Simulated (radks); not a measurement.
Values are calculated unless marked as measured or tabulated.
Task: The phosphorus anion P3-, [Ar], held by a Watson sphere: a shell of charge +3 at radius R that stands for the Madelung well of a crystal (potential energy -3/R inside, -3/r outside, in hartree with lengths in bohr). Code: a radial shooting solver on a logarithmic mesh with Libxc functionals. Model: non-relativistic Kohn-Sham, r2SCAN, spin-unpolarised, spherical densities, point nucleus; meta-GGA in the generalised Kohn-Sham scheme.

| R (bohr) | e(2p) (eV) | e(3s) (eV) | e(3p) (eV) | <r> 3p (bohr) | sum of <r^2> (bohr^2) | X-ray form factor at sin(theta)/lambda = 0.3 1/angstrom |
|---|---|---|---|---|---|---|
| 2.01 | -123.40 | -17.339 | -8.463 | 2.234 | 45.84 | 8.472 |
| 2.15 | -123.23 | -16.788 | -8.161 | 2.291 | 47.97 | 8.446 |
| 2.84 | -123.17 | -14.439 | -6.642 | 2.568 | 59.01 | 8.446 |
| 3.21 | -123.17 | -13.454 | -5.891 | 2.711 | 65.17 | 8.480 |
| 3.56 | -123.12 | -12.685 | -5.252 | 2.843 | 71.16 | 8.509 |
| 4.17 | -122.95 | -11.666 | -4.317 | 3.067 | 82.10 | 8.541 |
| 4.58 | -122.81 | -11.167 | -3.808 | 3.214 | 89.94 | 8.550 |

Estimate the row for R = 4.64 bohr.

Result: e(2p) (eV) -122.79; e(3s) (eV) -11.105; e(3p) (eV) -3.741; <r> 3p (bohr) 3.235; sum of <r^2> (bohr^2) 91.13; X-ray form factor at sin(theta)/lambda = 0.3 1/angstrom 8.551.
